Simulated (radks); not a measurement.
Excited configurations of Tc3+: one electron is placed in a higher orbital outside [Kr] 4d3. The ground configuration is [Kr] 4d4. Calculated with a radial shooting solver on a logarithmic mesh with Libxc functionals: Dirac Kohn-Sham, PBE, spin-unpolarised, spherical densities, finite nucleus; open shells fill j = l - 1/2 first; Fermi nuclear charge, rms radius 4.4112 fm. Excitation = E - E(ground); binding = E(ion) - E, where the ion is the core of charge +4; n* = 4/sqrt(2 binding) in atomic units, and the quantum defect is n - n*.

outer orbital  excitation (eV)  binding (eV)     n*  <r> (bohr)
4f5/2                   26.910        15.254  3.778       3.600
5s1/2                    8.441        33.723  2.541       2.553
5p1/2                   14.812        27.352  2.821       2.899
5f5/2                   31.931        10.233  4.612       6.469
6s1/2                   24.926        17.238  3.554       4.873
6p1/2                   27.290        14.875  3.826       5.427
6f5/2                   35.053         7.112  5.533       10.11
7s1/2                   31.564        10.600  4.532       7.878
7p1/2                   32.744         9.420  4.807       8.643

The Delta-SCF ionisation energy is 42.164 eV (NIST Atomic Spectra Database: 41 eV, theoretical). Self-interaction in the functional shifts the binding energies and quantum defects, so they are the method's values and not measured ones. Spin polarisation and multiplet splitting are left out, so open shells lie too high by an amount that depends on their filling.

Beside tabulated values, note that spin-unpolarised runs miss the spin-polarisation part of the exchange energy of open shells.
